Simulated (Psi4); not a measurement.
C$_{2}$H$_{3}$O (SMILES C[C-]=O), charge -1, singlet, geometry from GFN2-xTB (a gas-phase anion, which may not be bound at this level). Base run: MP2/def2-TZVP (Psi4).

The Psi4 input:
```
memory 2 GB

molecule mol {
-1 1
  O     1.202222    0.357989    0.020415
  C    -0.023925    0.670557   -0.012722
  C    -0.969557   -0.665232   -0.009621
  H    -0.422319   -1.620473    0.019993
  H    -1.637080   -0.621627    0.859365
  H    -1.597490   -0.653758   -0.908618
}

set basis def2-tzvp
set reference rhf

energy('mp2')
print_variables()
```

Variants of this job, named by their change:

```tsv
change	ΔE vs base (mEh)	MP2 correlation (Eh)	basis functions	core-seconds (rough)
base	0.000	-0.62018	111	3
method = mp3	-14.697	-0.62018	111	5
method = fno-ccsd(t)	(withheld)	-0.62036	111	70
puream = on	0.000	-0.62018	111	3
method = lccd	-34.771	-0.62036	111	40
method = mp2.5	(withheld)	-0.62018	111	5
method = qcisd(t)	-49.373	-0.62036	111	70
method = dlpno-mp2	0.205	-0.61997	111	5
method = cepa(1)	-29.189	-0.62036	111	40
freeze_core = on	(withheld)	(withheld)	111	3
```

Some entries are withheld; supply them.


- method = fno-ccsd(t), ΔE vs base (mEh): -48.361
- method = mp2.5, ΔE vs base (mEh): -7.349
- freeze_core = on, ΔE vs base (mEh): 53.874
- freeze_core = on, MP2 correlation (Eh): -0.56630

A gas-phase anion may not be bound at this level; its values then depend on the basis.
